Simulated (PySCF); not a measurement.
C$_{5}$H$_{9}$O, doublet, geometry from GFN2-xTB; PySCF with PBE0/STO-3G.

PySCF was given this input:
```python
from pyscf import gto, scf, dft

mol = gto.Mole()
mol.atom = '''
    C     2.645437   -0.549776   -0.157172
    C     1.321878   -0.053058   -0.538408
    C     0.307764   -0.219628    0.642766
    C    -1.030590    0.329333    0.212643
    C    -1.973039   -0.692546   -0.370200
    O    -1.303794    1.500484    0.300663
    H     3.306316    0.063277    0.424503
    H     2.896744   -1.585310   -0.283574
    H     0.933323   -0.603737   -1.398053
    H     1.356360    1.011461   -0.780733
    H     0.236581   -1.273767    0.907886
    H     0.680663    0.351495    1.493167
    H    -2.830305   -0.202163   -0.823323
    H    -1.458979   -1.302059   -1.109513
    H    -2.319054   -1.349022    0.426561
'''
mol.basis = 'sto-3g'
mol.charge = 0
mol.spin = 1
mol.verbose = 4
mol.build()

mf = dft.UKS(mol)
mf.xc = 'pbe0'
mf.kernel()
```

The log (banner, timings and long lists left out):

```
PySCF version 2.14.0

[INPUT] verbose = 4
[INPUT] num. atoms = 15
[INPUT] num. electrons = 47
[INPUT] charge = 0
[INPUT] spin (= nelec alpha-beta = 2S) = 1
[INPUT] symmetry False subgroup None
[INPUT] Mole.unit = angstrom
[INPUT] Symbol           X                Y                Z      unit          X                Y                Z       unit  Magmom
[INPUT]  1 C      2.645437000000  -0.549776000000  -0.157172000000 AA    4.999151409791  -1.038926069859  -0.297012034450 Bohr   0.0
[INPUT]  2 C      1.321878000000  -0.053058000000  -0.538408000000 AA    2.497987390088  -0.100265088717  -1.017443663275 Bohr   0.0
[INPUT]  3 C      0.307764000000  -0.219628000000   0.642766000000 AA    0.581589671001  -0.415036769286   1.214651702182 Bohr   0.0
[INPUT]  4 C     -1.030590000000   0.329333000000   0.212643000000 AA   -1.947532846716   0.622349173781   0.401837032306 Bohr   0.0
[INPUT]  5 C     -1.973039000000  -0.692546000000  -0.370200000000 AA   -3.728503343086  -1.308722268663  -0.699576611314 Bohr   0.0
[INPUT]  6 O     -1.303794000000   1.500484000000   0.300663000000 AA   -2.463813582851   2.835503814292   0.568170725790 Bohr   0.0
[INPUT]  7 H      3.306316000000   0.063277000000   0.424503000000 AA    6.248031721267   0.119576199984   0.802194409056 Bohr   0.0
[INPUT]  8 H      2.896744000000  -1.585310000000  -0.283574000000 AA    5.474052812977  -2.995801722534  -0.535877196047 Bohr   0.0
[INPUT]  9 H      0.933323000000  -0.603737000000  -1.398053000000 AA    1.763724855757  -1.140897581267  -2.641937277627 Bohr   0.0
[INPUT] 10 H      1.356360000000   1.011461000000  -0.780733000000 AA    2.563148926315   1.911384275679  -1.475371546410 Bohr   0.0
[INPUT] 11 H      0.236581000000  -1.273767000000   0.907886000000 AA    0.447073296276  -2.407070776509   1.715655892327 Bohr   0.0
[INPUT] 12 H      0.680663000000   0.351495000000   1.493167000000 AA    1.286266653125   0.664229284154   2.821676688238 Bohr   0.0
[INPUT] 13 H     -2.830305000000  -0.202163000000  -0.823323000000 AA   -5.348501298987  -0.382032702520  -1.555854982055 Bohr   0.0
[INPUT] 14 H     -1.458979000000  -1.302059000000  -1.109513000000 AA   -2.757070731492  -2.460534908025  -2.096675701645 Bohr   0.0
[INPUT] 15 H     -2.319054000000  -1.349022000000   0.426561000000 AA   -4.382376928077  -2.549282116013   0.806083465421 Bohr   0.0

nuclear repulsion = 228.851349999928
number of shells = 27
number of NR pGTOs = 117
number of NR cGTOs = 39
basis = sto-3g
ecp = {}

******** <class 'pyscf.dft.uks.UKS'> ********
method = UKS
initial guess = minao
damping factor = 0
level_shift factor = 0
DIIS = <class 'pyscf.scf.diis.CDIIS'>
diis_start_cycle = 1
diis_space = 8
diis_damp = 0
SCF conv_tol = 1e-09
SCF conv_tol_grad = None
SCF max_cycles = 50
direct_scf = True
direct_scf_tol = 1e-13
number electrons alpha = 24  beta = 23
XC library pyscf.dft.libxc version 7.1.2
    S. Lehtola, C. Steigemann, M. J. T. Oliveira, and M. A. L. Marques,  SoftwareX 7, 1–5 (2018)
XC functionals = pbe0
    C. Adamo and V. Barone,  J. Chem. Phys. 110, 6158 (1999)
    M. Ernzerhof and G. E. Scuseria,  J. Chem. Phys. 110, 5029 (1999)
radial grids:
    Treutler-Ahlrichs [JCP 102, 346 (1995); DOI:10.1063/1.469408] (M4) radial grids

becke partition: Becke, JCP 88, 2547 (1988); DOI:10.1063/1.454033
pruning grids: <function nwchem_prune>
grids dens level: 3
symmetrized grids: False
atomic radii adjust function: <function treutler_atomic_radii_adjust>
small_rho_cutoff = 0
Set gradient conv threshold to 3.16228e-05
tot grids = 172944
init E= -268.030609350675

cycle= 1 E= -267.245154155461  delta_E= 0.785  |g|= 0.459  |ddm|=  3.4
cycle= 2 E= -266.831710394188  delta_E= 0.413  |g|= 1.02  |ddm|= 1.66
cycle= 3 E= -267.395471993514  delta_E= -0.564  |g|= 0.0667  |ddm|= 1.11
cycle= 4 E= -267.397874933333  delta_E= -0.0024  |g|= 0.0277  |ddm|= 0.0969
cycle= 5 E= -267.398363018179  delta_E= -0.000488  |g|= 0.0039  |ddm|= 0.0393
cycle= 6 E= -267.398379336218  delta_E= -1.63e-05  |g|= 0.00182  |ddm|= 0.00962
cycle= 7 E= -267.398382178071  delta_E= -2.84e-06  |g|= 0.000589  |ddm|= 0.0035
cycle= 8 E= -267.398382555202  delta_E= -3.77e-07  |g|= 0.000183  |ddm|= 0.00135
cycle= 9 E= -267.398382618059  delta_E= -6.29e-08  |g|= 9.12e-05  |ddm|= 0.000521
cycle= 10 E= -267.398382648901  delta_E= -3.08e-08  |g|= 4.97e-05  |ddm|= 0.000421
cycle= 11 E= -267.398382662228  delta_E= -1.33e-08  |g|= 1.71e-05  |ddm|= 0.000385
cycle= 12 E= -267.398382663591  delta_E= -1.36e-09  |g|= 5.71e-06  |ddm|= 0.000131
cycle= 13 E= -267.398382663712  delta_E= -1.21e-10  |g|= 1.96e-06  |ddm|= 3.34e-05
Extra cycle  E= -267.398382663725  delta_E= -1.28e-11  |g|= 1.65e-06  |ddm|= 9.34e-06
converged SCF energy = -267.398382663725  <S^2> = 0.75498128  2S+1 = 2.0049751
```
